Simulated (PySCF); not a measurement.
PySCF input (PBE0/def2-TZVPP):

```python
import numpy as np, basis_set_exchange as bse
from pyscf import gto, scf, dft, df
from pyscf.prop.nmr import rks as nmr

basis = {'N': gto.basis.parse(bse.get_basis('def2-TZVPP', elements=['N'], fmt='nwchem')), 'P': gto.basis.parse(bse.get_basis('def2-TZVPP', elements=['P'], fmt='nwchem'))}
mol = gto.M(
    atom='''
    N    -0.00000000   -0.00000000   -1.01096879
    P     0.00000000    0.00000000    0.47178544
    ''',
    basis=basis,
    charge=0,
    verbose=4,
    max_memory=1839,
)
mf = dft.RKS(mol, xc='pbe0')
mf.grids.level = 3
mf.conv_tol = 1e-9
mf.max_cycle = 100
print('smallest overlap eigenvalue', np.linalg.eigvalsh(mol.intor('int1e_ovlp'))[0])
mf.kernel()
dip = mf.dip_moment()
n = nmr.NMR(mf)
n.verbose = 2
n.max_cycle_cphf = 60
sigma = n.kernel()
for i, x in enumerate(sigma):
    print(mol.atom_symbol(i), i + 1, round(x.trace() / 3, 3))
```

Output:

```
PySCF version 2.14.0

[INPUT] verbose = 4
[INPUT] num. atoms = 2
[INPUT] num. electrons = 22
[INPUT] charge = 0
[INPUT] spin (= nelec alpha-beta = 2S) = 0
[INPUT] symmetry False subgroup None
[INPUT] Mole.unit = angstrom
[INPUT] Symbol           X                Y                Z      unit          X                Y                Z       unit  Magmom
[INPUT]  1 N      0.000000000000   0.000000000000  -1.010968790000 AA    0.000000000000   0.000000000000  -1.910454133583 Bohr   0.0
[INPUT]  2 P      0.000000000000   0.000000000000   0.471785440000 AA    0.000000000000   0.000000000000   0.891545271157 Bohr   0.0

nuclear repulsion = 37.4732413655633
number of shells = 25
number of NR pGTOs = 109
number of NR cGTOs = 73
basis = {'N': [[0, [19730.800647, 0.00021887984991], [2957.8958745, 0.0016960708803], [673.22133595, 0.0087954603538], [190.68249494, 0.035359382605], [62.295441898, 0.11095789217], [22.654161182, 0.24982972552]], [0, [8.9791477428, 0.40623896148], [3.686300237, 0.24338217176]], [0, [0.84660076805, 1.0]], [0, [0.33647133771, 1.0]], [0, [0.13647653675, 1.0]], [1, [49.20038051, 0.0055552416751], [11.346790537, 0.038052379723], [3.4273972411, 0.14953671029], [1.1785525134, 0.3494930523]], [1, [0.41642204972, 0.45843153697]], [1, [0.14260826011, 0.24428771672]], [2, [1.654, 1.0]], [2, [0.469, 1.0]], [3, [1.093, 1.0]]], 'P': [[0, [52426.999233, 0.000552071641], [7863.2660552, 0.0042678595308], [1789.5227333, 0.021931529186], [506.27300165, 0.085667168373], [164.60698546, 0.24840686605], [58.391918722, 0.46336753971], [21.643663201, 0.35350558156]], [0, [99.01383762, 0.021895679958], [30.550439817, 0.095650470295], [5.4537087661, -0.29454270186]], [0, [2.6503362563, 1.32943812], [1.2726688867, 0.66109396473]], [0, [0.31645005203, 1.0]], [0, [0.11417466938, 1.0]], [1, [472.27219248, 0.0025710623052], [111.58882756, 0.020250297999], [35.445936418, 0.091580716787], [12.990776875, 0.25749454014], [5.0486221658, 0.42862899758]], [1, [1.9934049566, 0.34359817849]], [1, [0.6652728443, 1.0]], [1, [0.25516832128, 1.0]], [1, [0.090357762251, 1.0]], [2, [3.12, 1.0]], [2, [0.648, 1.0]], [2, [0.218, 1.0]], [3, [0.452, 1.0]]]}
ecp = {}
smallest overlap eigenvalue 0.0018142074960272006

******** <class 'pyscf.dft.rks.RKS'> ********
method = RKS
initial guess = minao
damping factor = 0
level_shift factor = 0
DIIS = <class 'pyscf.scf.diis.CDIIS'>
diis_start_cycle = 1
diis_space = 8
diis_damp = 0
SCF conv_tol = 1e-09
SCF conv_tol_grad = None
SCF max_cycles = 100
direct_scf = True
direct_scf_tol = 1e-13
XC library pyscf.dft.libxc version 7.1.2
    S. Lehtola, C. Steigemann, M. J. T. Oliveira, and M. A. L. Marques,  SoftwareX 7, 1–5 (2018)
XC functionals = pbe0
    C. Adamo and V. Barone,  J. Chem. Phys. 110, 6158 (1999)
    M. Ernzerhof and G. E. Scuseria,  J. Chem. Phys. 110, 5029 (1999)
radial grids:
    Treutler-Ahlrichs [JCP 102, 346 (1995); DOI:10.1063/1.469408] (M4) radial grids

becke partition: Becke, JCP 88, 2547 (1988); DOI:10.1063/1.454033
pruning grids: <function nwchem_prune>
grids dens level: 3
symmetrized grids: False
atomic radii adjust function: <function treutler_atomic_radii_adjust>
small_rho_cutoff = 0
Set gradient conv threshold to 3.16228e-05
Initial guess from minao.
tot grids = 33088
init E= -395.940165907457
  HOMO = -0.337316668786106  LUMO = -0.114208561275354  gap/eV = 6.07108
cycle= 1 E= -395.814663368937  delta_E= 0.126  |g|= 0.559  |ddm|= 1.47
  HOMO = -0.204649933311028  LUMO = -0.0379842689870514  gap/eV = 4.53520
cycle= 2 E= -395.075226592931  delta_E= 0.739  |g|= 1.67  |ddm|= 1.35
  HOMO = -0.33859486349677  LUMO = -0.0879574789871223  gap/eV = 6.82019
cycle= 3 E= -395.898175687009  delta_E= -0.823  |g|= 0.0349  |ddm|= 1.05
  HOMO = -0.338987171024818  LUMO = -0.0850221266588188  gap/eV = 6.91074
cycle= 4 E= -395.898519432573  delta_E= -0.000344  |g|= 0.0132  |ddm|= 0.0463
  HOMO = -0.339881698639016  LUMO = -0.0855109495017147  gap/eV = 6.92178
cycle= 5 E= -395.898548284589  delta_E= -2.89e-05  |g|= 0.00437  |ddm|= 0.00793
  HOMO = -0.339847373351226  LUMO = -0.0852539224463152  gap/eV = 6.92784
cycle= 6 E= -395.898552989888  delta_E= -4.71e-06  |g|= 0.000974  |ddm|= 0.00285
  HOMO = -0.339966887594937  LUMO = -0.0853299467744592  gap/eV = 6.92902
cycle= 7 E= -395.89855319738  delta_E= -2.07e-07  |g|= 0.000269  |ddm|= 0.000452
  HOMO = -0.339965066309592  LUMO = -0.0853147207676669  gap/eV = 6.92939
cycle= 8 E= -395.898553215812  delta_E= -1.84e-08  |g|= 3.44e-05  |ddm|= 0.000182
  HOMO = -0.3399685256477  LUMO = -0.0853161209632977  gap/eV = 6.92944
cycle= 9 E= -395.898553216094  delta_E= -2.82e-10  |g|= 4.45e-06  |ddm|= 1.97e-05
  HOMO = -0.339967309580321  LUMO = -0.0853157682975836  gap/eV = 6.92942
Extra cycle  E= -395.898553216054  delta_E= 4.08e-11  |g|= 1.35e-05  |ddm|= 9.28e-06
converged SCF energy = -395.898553216054
Dipole moment(X, Y, Z, Debye): -0.00000, -0.00000,  2.84167
N 1 -409.383
P 2 -73.125
```
